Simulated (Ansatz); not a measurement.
`CN(C)[Si]Br` + `[OH][In]([F])[Br]` → `CN(C)[Si]F` + `[OH][In]([Br])[Br]`  (redistribution)

Program: Ansatz. Geometries: PBE0-D4/def2-TZVP. ΔE: electronic, gas phase. CBS: MP2 limit from def2 TZ/QZ plus the TZ coupled-cluster correction, frozen cores. Elements past krypton have def2 core potentials. For Br, In outer-core shells are correlated without core-valence functions, which leaves a few kJ/mol of doubt a bond. Scalar relativity is left out up to krypton. One conformer a species, not always the lowest.

| level | ΔE (kJ/mol) |
| --- | --- |
| MP2/def2-TZVPP | -118.8 |
| CCSD(T)/def2-TZVPP | -120.0 |

Q: What does CCSD(T)/CBS give? (Best estimate.)

A: Ansatz gave: -117.2 kJ/mol. The listed levels differ from it by -1.6, -2.8 kJ/mol.

Largest T1 diagnostic among the species: 0.014.

In def2-TZVPP, CCSD(T) changes the Hartree–Fock value by +21.4 kJ/mol (the triples alone add +5.2 kJ/mol) and MP2 by +22.6 kJ/mol. At CCSD(T), def2-SVP lies +3.7 kJ/mol from the extrapolated value and def2-TZVPP −2.8 kJ/mol. From PBE to PBE0 (25 % exact exchange), in def2-TZVPP and without D4, ΔE moves by −10.5 kJ/mol.
